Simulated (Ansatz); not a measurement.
Molecule: sum formula HBOBr (charge 0, doublet). It need not be the lowest isomer of its formula. SMILES: Br[B]O
Structure (B3LYP-D3(BJ)/def2-TZVP (Ansatz, a program for electronic structure) minimum search):
```
B
O 1 1.3250
H 2 0.9698 1 117.31
Br 1 1.9367 2 125.79 3 0.00
```
Charge 0, spin multiplicity 2.

Parts of the frozen-core correlation energy in 6-31G* (Ansatz, hartree). Frozen orbitals: 16; correlated occupied orbitals by spin: 9 and 8; virtual: 42 and 43. Open shells are spin-unrestricted. Spin-orbit coupling is left out. Non-relativistic.

| term | value |
|---|---|
| reference (HF) | -2672.25849 |
| MP2 opposite-spin | -0.25457 |
| MP2 same-spin | -0.09607 |
| CCSD correlation | -0.37056 |
| (T) | -0.00953 |
| T1 diagnostic | 0.016 |
| largest doubles amplitude | 0.044 |
| <S^2> of the reference | 0.755 |
